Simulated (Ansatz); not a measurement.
```xyz
4

O    -0.3556    0.0785   -1.5673
Mo   -0.0289   -0.4040    0.0213
O    -1.1562    0.2756    1.0846
O     1.5407    0.0499    0.4614
```

Total charge 0; spin multiplicity 1. Mo: def2 effective core potential.

(1) List the CAM-B3LYP/def2-TZVPP orbital energies in eV (the Gaussian-basis code of Ansatz). (An estimate is asked.)

Results:

(1) The calculation gave: Occupied: -523.33, -523.33, -523.33, -75.94, -48.93, -48.93, -48.64, -27.73, -27.25, -27.25, -14.16, -14.16, -13.37, -13.37, -13.29, -11.08, -10.70, -10.70, -10.53. Lowest empty: -3.90, -1.36, -1.36, 0.33, 1.39, 1.39, 1.72, 1.74.
